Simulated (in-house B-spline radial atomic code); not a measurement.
A fraction x of an electron is removed from 2s in neutral lithium, starting from [He] 2s1 and keeping the highest spin. Level of theory: non-relativistic OLYP, spin-polarised, spherical fractional occupations, point nucleus; calculated with a radial B-spline atomic code at the basis-set limit.

| x | E(x) - E(0) (eV) | 2s up level (eV) |
| --- | --- | --- |
| 0 | 0.0000 | -3.060 |
| 0.05 | 0.1591 | -3.306 |
| 0.13 | 0.4395 | -3.704 |
| 0.34 | 1.3283 | -4.763 |
| 0.48 | 2.0446 | -5.468 |
| 0.5 | 2.1549 | -5.567 |
| 0.52 | 2.2673 | -5.667 |
| 0.73 | 3.5643 | -6.673 |
| 0.79 | 3.9730 | -6.951 |
| 0.89 | 4.6942 | -7.517 |
| 1 | 5.5755 | - |

The exact functional would give a straight line between the two integer points. Deviations E(x) - E(0) - x[E(1) - E(0)], in eV: -0.12 at x = 0.05, -0.285 at x = 0.13, -0.567 at x = 0.34, -0.632 at x = 0.48, -0.633 at x = 0.5, -0.632 at x = 0.52, -0.506 at x = 0.73, -0.432 at x = 0.79, -0.268 at x = 0.89.

The curve lies below the straight line by up to 0.633 eV (at x = 0.5): convex, the delocalisation error that favours fractional charges.

Problem. How well does Slater's transition state (minus the level at half occupation) give the ionisation energy?

Solution. It gives 5.567 eV against 5.575 eV from the two total energies; NIST lists 5.39 eV, ground level to ground level.
